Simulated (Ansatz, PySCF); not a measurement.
C₄H₉NSi, SMILES C(#C[SiH2]CN)C. Atoms are numbered in the order given.

```xyz
15

C      3.0500     0.9630     1.0473
C      1.8229     0.2707     0.6991
C      0.7971    -0.3224     0.4093
Si    -0.7661    -1.1613    -0.0529
C     -2.0723     0.1588    -0.4005
N     -1.5966     1.0690    -1.4249
H      3.7185     0.3085     1.6280
H      3.5927     1.2842     0.1445
H      2.8428     1.8578     1.6549
H     -0.5284    -2.0091    -1.2578
H     -1.2120    -2.0337     1.0774
H     -2.3660     0.6255     0.5656
H     -2.9686    -0.3753    -0.7641
H     -2.2749     1.8047    -1.6104
H     -0.7405     1.5288    -1.1198
```
Charge 0, spin multiplicity 1.

Coordinates come from a PBE0-D3(BJ)/def2-SVP optimisation. The structure was generated by enumeration, and PubChem lists no compound with its InChIKey, so it may never have been made. One conformer was computed; it need not be the lowest.

Two levels are set side by side: PBE-D3(BJ)/def2-SVP (Ansatz, a first-principles code) and PBE0-D3(BJ)/def2-SVP (Ansatz). Each level has its own optimised geometry; the coordinates shown are those of the second. Frequencies come from the Hessian of PySCF at each geometry. Differences are taken from unrounded values.

| quantity | PBE0-D3(BJ) |
|---|---|
| mean bond length (Å) | 1.314 |
| bond C1–C2 (Å) | 1.451 |
| bond C2–C3 (Å) | 1.220 |
| bond C3–Si4 (Å) | 1.833 |
| bond Si4–C5 (Å) | 1.889 |
| bond C5–N6 (Å) | 1.450 |
| bond C1–H7 (Å) | 1.101 |
| bond C1–H8 (Å) | 1.101 |
| bond C1–H9 (Å) | 1.101 |
| bond Si4–H10 (Å) | 1.492 |
| bond Si4–H11 (Å) | 1.496 |
| bond C5–H12 (Å) | 1.112 |
| bond C5–H13 (Å) | 1.105 |
| bond N6–H14 (Å) | 1.018 |
| bond N6–H15 (Å) | 1.019 |
| highest harmonic wavenumber (cm⁻¹) | 3617 |
| mean harmonic wavenumber (cm⁻¹) | 1346 |
| zero-point energy (kcal/mol) | 75.06 |

What does PBE-D3(BJ) give, and how far is it from PBE0-D3(BJ)? (The exact figures need the calculation; the answer reports its results.)


```tsv
quantity	PBE-D3(BJ)	PBE-D3(BJ) minus PBE0-D3(BJ)
mean bond length (Å)	1.323	0.009
bond C1–C2 (Å)	1.454	0.003
bond C2–C3 (Å)	1.232	0.012
bond C3–Si4 (Å)	1.837	0.004
bond Si4–C5 (Å)	1.902	0.013
bond C5–N6 (Å)	1.461	0.011
bond C1–H7 (Å)	1.110	0.009
bond C1–H8 (Å)	1.110	0.009
bond C1–H9 (Å)	1.110	0.009
bond Si4–H10 (Å)	1.503	0.011
bond Si4–H11 (Å)	1.507	0.011
bond C5–H12 (Å)	1.122	0.010
bond C5–H13 (Å)	1.113	0.009
bond N6–H14 (Å)	1.028	0.010
bond N6–H15 (Å)	1.029	0.010
highest harmonic wavenumber (cm⁻¹)	3477	-140
mean harmonic wavenumber (cm⁻¹)	1300	-46
zero-point energy (kcal/mol)	72.47	-2.59
```

Exact exchange shortens and stiffens bonds; PBE has none. Differences between two approximate levels are no errors against the true value.
